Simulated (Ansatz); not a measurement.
C$_{3}$H$_{9}$ClSi (`CCC[SiH2]Cl`), relaxed with RKS PBE-D4/def2-SVP in Ansatz 0.2.0 from a rough embedded geometry. The force threshold is 0.03 eV/Å; the program also tests the step.

Charge 0, multiplicity 1.

Start:

```xyz
14

C    -0.306   -0.177    1.993
C    -0.055   -0.602    0.595
C     0.006    0.625   -0.300
Si    0.184    0.244   -2.198
Cl    2.077   -0.572   -2.454
H     0.522    0.428    2.408
H    -0.320   -1.107    2.662
H    -1.248    0.291    2.139
H    -0.901   -1.289    0.304
H     0.861   -1.159    0.527
H    -0.974    1.187   -0.191
H     0.752    1.290    0.006
H    -0.771   -0.694   -2.598
H     0.171    1.534   -2.894
```

(1) How much energy does the relaxation release, and in how many steps? (An estimate is asked.)

(2) Which bonds change most? (Best estimate.)

(3) Give the relaxed structure. (An estimate is asked.)

## Answers

(1) Ansatz gave: 45.66 kJ/mol, in 5 steps.

(2) Ansatz gave: Si4–H13 from 1.397 to 1.504 Å; C3–H12 from 1.045 to 1.113 Å; C3–Si4 from 1.944 to 1.884 Å; C1–H8 from 1.062 to 1.110 Å.

(3) Ansatz gave: 
```xyz
14

C    -0.282   -0.238    2.069
C    -0.062   -0.584    0.594
C    -0.061    0.647   -0.326
Si    0.215    0.272   -2.151
Cl    2.061   -0.691   -2.380
H     0.515    0.438    2.445
H    -0.278   -1.147    2.705
H    -1.253    0.276    2.224
H    -0.847   -1.297    0.257
H     0.902   -1.125    0.477
H    -1.029    1.196   -0.252
H     0.721    1.373   -0.005
H    -0.846   -0.650   -2.685
H     0.244    1.531   -2.971
```
